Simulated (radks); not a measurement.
Problem. The mean radii <r> (bohr) of the occupied orbitals of an atom or ion are listed with their occupations. Calculated with a radial shooting solver on a logarithmic mesh with Libxc functionals: scalar-relativistic Kohn-Sham, BLYP, spin-polarised, spherical densities, point nucleus.

| orbital | occ. | <r> |
|---|---|---|
| 1s down | 1 | 0.05619 |
| 1s up | 1 | 0.05619 |
| 2s up | 1 | 0.2557 |
| 2s down | 1 | 0.2553 |
| 2p up | 3 | 0.2252 |
| 2p down | 3 | 0.2247 |
| 3s up | 1 | 0.7671 |
| 3s down | 1 | 0.7706 |
| 3p up | 3 | 0.8032 |
| 3p down | 3 | 0.8093 |
| 3d up | 5 | 0.9306 |
| 3d down | 1 | 0.9646 |

Name the element and its charge. Open shells, if any, are filled with parallel spins first.

Solution. Z = 27, cobalt, charge +3: Co3+ in [Ar] 3d6. The 1s radius gives Z: for a bare nucleus <r> = (2 gamma + 1)/(2Z) with gamma = sqrt(1 - (Z/c)^2), 0.05483 bohr for Z = 27, and screening makes it slightly larger (0.05619 here). The occupations add up to 24, and the charge is Z minus that.
